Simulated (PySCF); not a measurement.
Choosing a molecule for a target property.

Species are written as SMILES; each is one conformer at its optimised geometry, gas phase, non-relativistic unless stated. Electronic properties by PySCF.

Dipoles, sizes and rotational constants follow the conformer. The torsions of the flexible species, by atom-mapped SMILES:
- `[NH2:1][SiH2:2][SiH:3][N:4]([SiH3:5])[SiH3:6]`: N1–Si2–Si3–N4 -174°, Si2–Si3–N4–Si5 -109°, H–N1–Si2–Si3 -176°, H–N1–Si2–Si3 46°
- `[F:1][C:2]1=[C:3]([CH:4]2[CH2:5][CH2:6]2)[CH:7][NH:8][O:9]1`: C2–C3–C4–C5 -35°
- `[CH3:1][C:2]([F:3])[CH2:4][SH:5]`: C1–C2–C4–S5 -74°, H–S5–C4–C2 -61°
- `[N:1]#[C:2][SiH:3][CH2:4][C:5]([F:6])([F:7])[C:8]#[N:9]`: C2–Si3–C4–C5 169°, Si3–C4–C5–F6 56°
- `[NH:1][SiH2:2][SiH2:3][N:4]([SiH3:5])[SiH3:6]`: N1–Si2–Si3–N4 60°, Si2–Si3–N4–Si5 -81°, H–N1–Si2–Si3 89°

**Question.** Wanted: isotropic g value above 2.004 (unrestricted B3LYP/pcH-1, mean-field spin–orbit) and smallest rotational constant below 1.5 GHz (GFN2-xTB), at GFN2-xTB geometries. Which candidate meets both?
A. `C[C](F)CS` [radical]
B. `FC1=C(C2CC2)[CH]NO1` [radical]
C. `[SiH3]N([SiH3])[SiH][SiH2]N` [radical]
D. `N#C[SiH]CC(F)(F)C#N` [radical]
E. `[NH][SiH2][SiH2]N([SiH3])[SiH3]` [radical]

**Answer.** E. Computed values:
```csv
species,isotropic g value,smallest rotational constant
[SiH3]N([SiH3])[SiH][SiH2]N [radical],2.00287,0.663 GHz
N#C[SiH]CC(F)(F)C#N [radical],2.00306,0.611 GHz
FC1=C(C2CC2)[CH]NO1 [radical],2.00369,1.014 GHz
C[C](F)CS [radical],2.00458,2.002 GHz
[NH][SiH2][SiH2]N([SiH3])[SiH3] [radical],2.00512,0.841 GHz
```
